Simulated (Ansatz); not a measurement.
Gas-phase electronic energies from Ansatz, PBE0-D4/def2-TZVP geometries. CCSD(T)/CBS is the MP2 limit (def2-TZVPP, def2-QZVPP) plus CCSD(T) − MP2 in def2-TZVPP, frozen cores. This one scheme is used for every species. Functionals use def2-TZVPP. B3LYP here is the variant with VWN-RPA as its local correlation; programs differ in this. One conformer a species, not always the lowest.

Consider the formal hydrolysis of the Si–C bond: `C[Si](O)(F)F` + H₂O → `O[Si](O)(F)F` + CH₄.

`C[Si](O)(F)F`:

Z-matrix (Å, degrees):
```
C
Si 1 1.831
H 1 1.092 2 110.6
H 1 1.092 2 110.5 3 120.1
H 1 1.092 2 110.5 3 -120.1
O 2 1.621 1 109.9 3 179.9
F 2 1.590 1 111.2 3 -58.1
F 2 1.590 1 111.2 3 58.0
H 6 0.958 2 119.7 1 -180.0
```

H₂O:

Z-matrix (Å, degrees):
```
O
H 1 0.960
H 1 0.960 2 105.1
```

`O[Si](O)(F)F`:

```xyz
7

O     0.256   -1.411    0.485
Si    0.104    0.074   -0.116
O    -1.198    0.735    0.563
F     1.379    0.969    0.168
F    -0.008    0.015   -1.693
H     0.724   -2.071   -0.027
H    -1.256    1.689    0.620
```

CH₄:

```xyz
5

C     0.000    0.000    0.000
H    -0.178    1.036    0.289
H     0.825   -0.043   -0.711
H    -0.899   -0.408   -0.462
H     0.252   -0.585    0.884
```

```csv
level,ΔE (kJ/mol),difference from CCSD(T)/CBS
PBE0-D4,-96.9,4.8
B3LYP-D4,-104.2,-2.5
r2SCAN0-D4,-107.2,-5.5
ωB97X-V,-102.2,-0.5
revPBE,-93.9,7.8
BLYP,-104.3,-2.6
r2SCAN0,-107.9,-6.2
MP2/def2-SVP,-105.2,-3.5
CCSD/def2-SVP,-103.9,-2.2
CCSD(T)/def2-SVP,-102.9,-1.2
SCS-MP2/def2-TZVPP,-108.2,-6.5
CCSD/def2-TZVPP,-106.5,-4.8
HF/def2-QZVPP,-122.9,-21.2
MP2/def2-QZVPP,-103.9,-2.2
SCS-MP2/def2-QZVPP,-106.9,-5.2
MP2/CBS(def2),-102.4,-0.7
CCSD(T)/CBS,-101.7,0
```

Largest T1 diagnostic among the species: 0.011.

Leaving LDA and LC-ωPBE aside and taking each functional with its dispersion term where it has one, the values, not all of them listed here, spread over 19.4 kJ/mol, from BHLYP-D4 to revPBE-D4. The D4 term adds +3.0 kJ/mol with B3LYP and +1.7 kJ/mol with PBE0; it sums over pairs of atoms, weighted by their polarisabilities, and B3LYP, whose exchange is more repulsive, gets the larger term. From BLYP to BHLYP (50 % exact exchange), in def2-TZVPP and without D4, ΔE moves by −9.0 kJ/mol.
